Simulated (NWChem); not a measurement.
Molecule: SiH2Cl, doublet; SMILES [SiH2]Cl

```xyz
4

Si     0.1299     1.0266     0.0000
Cl    -0.0013    -1.0516     0.0000
H     -0.5469     1.5394     1.2252
H     -0.5469     1.5394    -1.2252
```
Atoms are numbered in this order, from 1.

Level: B3LYP/6-31G* (spherical d), spin-unrestricted (NWChem), optimised geometry, unscaled harmonic frequencies. In the optimisation the excess spin sits in a' (Cs, its own frame).

```tsv
frequency (cm⁻¹)	IR intensity (km/mol)
530	70.0
650	15.2
732	81.9
925	98.1
2199	77.7
2242	164.6
```

| Item | Value |
|---|---|
| zero-point energy | 10.4 kcal/mol |
| thermal correction to the enthalpy at 298.15 K (with zero-point energy) | 13.1 kcal/mol |
| heat capacity Cv | 9.3 cal/(mol K) |
| entropy at 298.15 K and 1 atm (symmetry number 1, electronic part: spin degeneracy alone) | 62.7 cal/(mol K) |
| dipole moment | 1.64 D |

Rigid rotor and harmonic oscillator.
